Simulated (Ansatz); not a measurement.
The cluster Si₆O⁺, 7 atoms. Hardware: 4 threads of Arm Neoverse V2 on a shared host.

Correlated methods freeze 31 core orbitals.

**Question.** How many basis functions does each of these Ansatz runs have, and roughly what does it cost? PBE-D4/def2-SVP, charge 1 doublet, energy, from earlier orbitals; r2SCAN-D4/def2-TZVP, charge 1 doublet, energy, from earlier orbitals; PBE0-D4/def2-SVP, charge 1 doublet, energy, from earlier orbitals; r2SCAN-D4/def2-SVP, charge 1 doublet, relaxation, 26 steps; HSE06-D4/def2-TZVP, charge 1 doublet, energy, from earlier orbitals; ωB97M-V/def2-TZVP, charge 1 doublet, energy, from earlier orbitals; CCSD(T)/def2-SVP, charge 1 doublet, energy, from earlier orbitals; r2SCANh-D4/def2-TZVP, charge 1 doublet, energy, from earlier orbitals; PBE0-D4/def2-TZVP, charge 1 doublet, energy, from earlier orbitals; HF/STO-3G, charge 1 doublet, energy; PBE-D4/def2-TZVP, charge 1 doublet, energy and forces, from earlier orbitals; PBE0-D4/def2-SVP, charge 1 doublet, energy with a search over starts.

**Answer.** Other jobs shared the machine, so times can vary by a factor of up to 3. A dash marks memory too small to be measured apart from the calling script's.

```json
{"run": "HF/STO-3G, charge 1 doublet, energy", "functions": "59", "fitting or Cholesky vectors": "664", "wall time": "0.5 s", "peak host memory (GiB)": "–"}
{"run": "PBE-D4/def2-SVP, charge 1 doublet, energy, from earlier orbitals", "functions": "122", "fitting or Cholesky vectors": "1319", "wall time": "2.7 s", "peak host memory (GiB)": "–"}
{"run": "PBE0-D4/def2-SVP, charge 1 doublet, energy, from earlier orbitals", "functions": "122", "fitting or Cholesky vectors": "1122", "wall time": "3.8 s", "peak host memory (GiB)": "–"}
{"run": "PBE-D4/def2-TZVP, charge 1 doublet, energy and forces, from earlier orbitals", "functions": "253", "fitting or Cholesky vectors": "1663", "wall time": "7.5 s", "peak host memory (GiB)": "–"}
{"run": "PBE0-D4/def2-SVP, charge 1 doublet, energy with a search over starts", "functions": "122", "fitting or Cholesky vectors": "1122", "wall time": "8.5 s", "peak host memory (GiB)": "–"}
{"run": "HSE06-D4/def2-TZVP, charge 1 doublet, energy, from earlier orbitals", "functions": "253", "fitting or Cholesky vectors": "1759", "wall time": "15 s", "peak host memory (GiB)": "1.2"}
{"run": "PBE0-D4/def2-TZVP, charge 1 doublet, energy, from earlier orbitals", "functions": "253", "fitting or Cholesky vectors": "1759", "wall time": "18 s", "peak host memory (GiB)": "1.1"}
{"run": "r2SCAN-D4/def2-TZVP, charge 1 doublet, energy, from earlier orbitals", "functions": "253", "fitting or Cholesky vectors": "1663", "wall time": "19 s", "peak host memory (GiB)": "0.59"}
{"run": "CCSD(T)/def2-SVP, charge 1 doublet, energy, from earlier orbitals", "functions": "122", "fitting or Cholesky vectors": "1122", "wall time": "20 s", "peak host memory (GiB)": "0.94"}
{"run": "r2SCANh-D4/def2-TZVP, charge 1 doublet, energy, from earlier orbitals", "functions": "253", "fitting or Cholesky vectors": "1663", "wall time": "29 s", "peak host memory (GiB)": "1.2"}
{"run": "ωB97M-V/def2-TZVP, charge 1 doublet, energy, from earlier orbitals", "functions": "253", "fitting or Cholesky vectors": "1536", "wall time": "55 s", "peak host memory (GiB)": "1.6"}
{"run": "r2SCAN-D4/def2-SVP, charge 1 doublet, relaxation, 26 steps", "functions": "122", "fitting or Cholesky vectors": "1319", "wall time": "2 min", "peak host memory (GiB)": "–"}
```
